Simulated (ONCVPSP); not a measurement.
**u(r) = r·R(r): atom against pseudo-atom (Ti)**

Columns: radius, all-electron u(r) and pseudo u(r) of the 3p shell (level -38.86 eV) of titanium in the configuration [Ne] 3s2 3p6 3d2 4s2; PBE, scalar-relativistic, ONCV scheme, ONCVPSP 4.0.1.

```tsv
r (bohr)	all-electron	pseudo
0.090	-0.3595	0.0283
0.180	-0.5264	0.1094
0.270	-0.3567	0.2330
0.360	-0.0341	0.3842
0.450	0.3037	0.5457
0.540	0.5893	0.7004
0.630	0.8014	0.8336
0.720	0.9391	0.9345
0.810	1.0120	0.9972
0.900	1.0338	1.0214
0.990	1.0179	1.0111
1.080	0.9760	0.9735
1.170	0.9176	0.9172
1.260	0.8499	0.8500
1.350	0.7780	0.7780
1.440	0.7056	0.7056
1.530	0.6352	0.6352
1.620	0.5685	0.5684
1.710	0.5062	0.5061
1.800	0.4489	0.4489
1.890	0.3968	0.3967
1.980	0.3497	0.3496
2.070	0.3074	0.3074
2.160	0.2698	0.2697
2.250	0.2363	0.2363
2.340	0.2067	0.2067
```

Task: How many radial nodes do the two functions have?

Result: The all-electron 3p function has n − l − 1 = 1; the pseudo-wave has 0, since the states of the same l below it are removed with the core.

Task: Where does each function peak?

Result: Outermost all-electron maximum near 0.90 bohr, pseudo maximum near 0.90 bohr (to the table’s step).

Task: Is the pseudo-wave norm-conserving?

Result: Yes: the ONCV scheme keeps the norm inside the radius equal to the all-electron one, which fixes the energy derivative of the logarithmic derivative at the level.
